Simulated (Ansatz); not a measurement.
Relaxation of a periodic cell of 27 atoms, H₇CN (contents 3 CH4 + 3 NH3, density as packed 0.49 g/cm³ with natural masses), to a largest force component of 0.3 eV/Å in at most 15 steps.

Theory: DFT PBE-D3(BJ), scalar-relativistic, plane waves, PAW (Ansatz 0.2.0). Settings: accuracy low, cutoff 420 eV, k mesh 1x1x1, fermi-dirac smearing 0.05 eV, no spin polarisation.

```xyz
27
Lattice="6.9562 0.0000 0.0000 0.0000 6.9562 0.0000 0.0000 0.0000 6.9562" Properties=species:S:1:pos:R:3
C 1.392 4.409 2.356
H 2.074 4.901 3.048
H 0.825 3.645 2.886
H 1.962 3.945 1.552
H 0.707 5.145 1.937
C 0.931 4.836 5.680
H 1.881 4.689 6.193
H 0.129 4.387 6.265
H 0.972 4.364 4.698
H 0.742 5.903 5.563
C 5.119 4.458 2.140
H 5.679 4.082 2.995
H 4.316 5.106 2.489
H 4.696 3.621 1.585
H 5.786 5.024 1.490
N 5.067 0.779 3.775
H 5.047 1.789 3.664
H 5.487 0.406 2.927
H 4.098 0.471 3.773
N 3.999 4.077 4.860
H 3.974 3.252 5.453
H 4.072 3.740 3.904
H 4.876 4.550 5.064
N 2.679 1.137 5.792
H 3.130 1.709 5.083
H 1.910 0.660 5.329
H 2.257 1.783 6.455
```

Where does it end, and by what steps?

It converged. The threshold is loose, so the end isn't yet a minimum. The force dipped under the threshold on the way, but the program's further checks kept it going. Limits of this set-up: coarse k mesh, low accuracy level. After 10 steps the energy has fallen by 1.165 eV; H12 moved furthest, 1.31 Å.

```csv
step,energy less start (eV),largest force component (eV/Å),accepted
0,0.0000,0.336,yes
1,-0.3664,0.228,yes
2,-0.5548,0.686,yes
3,-0.6803,0.811,yes
4,-0.7916,0.577,yes
5,-0.9175,0.332,yes
6,-1.0021,0.610,yes
7,-1.0711,0.420,yes
8,-1.1319,0.091,yes
9,-1.1486,0.437,yes
10,-1.1646,0.277,yes
```

```xyz
27
Lattice="6.9562 0.0000 0.0000 0.0000 6.9562 0.0000 0.0000 0.0000 6.9562" Properties=species:S:1:pos:R:3
C 1.626 3.391 2.325
H 2.096 3.627 3.287
H 0.857 2.621 2.457
H 2.387 3.030 1.623
H 1.163 4.296 1.916
C 0.583 5.065 5.768
H 1.677 5.140 5.831
H 0.173 4.828 6.763
H 0.336 4.245 5.072
H 0.141 5.999 5.393
C 4.946 5.235 1.688
H 5.743 5.271 2.447
H 3.980 5.511 2.143
H 4.876 4.218 1.283
H 5.182 5.936 0.868
N 5.607 0.834 4.097
H 5.877 1.807 3.905
H 5.387 0.424 3.186
H 4.712 0.894 4.612
N 4.069 4.020 4.961
H 3.972 3.087 5.385
H 4.419 3.868 4.007
H 4.827 4.506 5.457
N 2.590 1.263 5.553
H 2.001 1.771 4.874
H 2.215 0.309 5.590
H 2.364 1.675 6.466
```

The run took 21 s on 1 thread of Arm Neoverse V1, on a shared host, peak memory 0.36 GiB.
